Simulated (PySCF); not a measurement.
Ti(F)3(OH)(OH2) (F3H3O2Ti), SMILES [OH][Ti](<-[OH2])([F])([F])[F], multiplicity 1.

The structure is a stationary point at B3LYP-D3(BJ)/def2-SVP. The multiplicity is an assumed one; other spin states were not compared. The values are those of a single conformer.

Two levels are set side by side: PBE/def2-TZVP (PySCF) and B3LYP/def2-TZVP (PySCF). Same geometry, gas phase. Differences are taken from unrounded values.

| quantity | B3LYP | PBE | PBE minus B3LYP |
|---|---|---|---|
| orbital gap (eV) | 7.06 | 4.95 | -2.11 |
| highest occupied level (eV) | -9.58 | -8.07 | 1.51 |
| lowest empty level (eV) | -2.52 | -3.12 | -0.60 |
| dipole moment (D) | 1.29 | 1.25 | -0.05 |
| mean polarisability (bohr³) | 42.7 | 45.2 | 2.5 |

Without exact exchange PBE keeps part of each electron's self-repulsion, which lifts occupied levels and narrows the gap. PBE's more diffuse valence density responds more strongly to a field. Differences between two approximate levels are no errors against the true value.

Rough cost on one machine, each run with all the roots and properties that it gave: B3LYP against PBE within a factor of 2.
